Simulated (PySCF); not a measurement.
Compound: C₄H₁₀P₂S.
Geometry (GFN2-xTB, Å), atoms numbered from 1 in this order:
```
atom  x, y, z in Å
S1    -2.928    1.129    1.393
P2    -1.423    0.610    0.307
C3    -1.045   -1.187    0.269
C4     0.154   -1.523   -0.608
P5     1.711   -0.815    0.131
C6     1.313    0.976   -0.196
C7     0.170    1.434    0.701
H8    -1.527    0.884   -1.068
H9    -1.954   -1.694   -0.075
H10   -0.876   -1.489    1.310
H11    0.274   -2.609   -0.670
H12    0.007   -1.135   -1.621
H13    2.483   -0.982   -1.025
H14    2.209    1.565    0.018
H15    1.052    1.118   -1.249
H16   -0.003    2.513    0.617
H17    0.378    1.216    1.756
```

Level of theory: TDDFT B3LYP/def2-SVPD, vertical, gas phase, core orbitals frozen in the response in PySCF.

Ground-to-excited transition dipoles (e·a0, same axes as the geometry; the sign carries no meaning), for the states with f of 0.002 or more among the lowest 8:

```csv
state,E (hartree),μx,μy,μz
S2,0.1952,0.257,-0.090,-0.177
S5,0.2141,0.177,0.381,0.063
S6,0.2144,-0.340,0.202,-0.266
S8,0.2227,0.125,-0.004,-0.330
```

Question: Work out the oscillator strengths.

Answer: f = (2/3) ΔE |μ|² with ΔE in hartree (27.2114 eV).

```json
{"state": "S2", "|μ|² (au)": "0.105", "|μ| (D)": "0.83", "f": "0.014"}
{"state": "S5", "|μ|² (au)": "0.180", "|μ| (D)": "1.08", "f": "0.026"}
{"state": "S6", "|μ|² (au)": "0.227", "|μ| (D)": "1.21", "f": "0.032"}
{"state": "S8", "|μ|² (au)": "0.124", "|μ| (D)": "0.90", "f": "0.018"}
```

Question: Label these states by symmetry in Cs.

Answer: The ground state is totally symmetric, so the direction of μ fixes the label. Polarised normal to the mirror plane, so A″: S5. Polarised in the mirror plane, so A′: S2, S6 and S8.

Question: What angle do the transition dipoles of S2 and S8 make?

Answer: |cos θ| = |μa·μb| / (|μa| |μb|) = 0.79, so θ ≈ 37° (taken between 0 and 90°, since the signs are arbitrary).

Question: How is the summed strength of these states shared among x, y and z?

Answer: (2/3) Σ ΔE μα² gives 0.032 for x, 0.028 for y and 0.031 for z, 0.090 in all.

Question: What peak molar absorption coefficient would the strongest computed level give as a lone Gaussian band 0.4 eV wide at half height?

Answer: ε(max) = 2.175×10⁸ f / FWHM, with the width in cm⁻¹. S6: 2.175×10⁸ × 0.0325 / 3226 ≈ 2200 L mol⁻¹ cm⁻¹.

One conformer stands for the species.
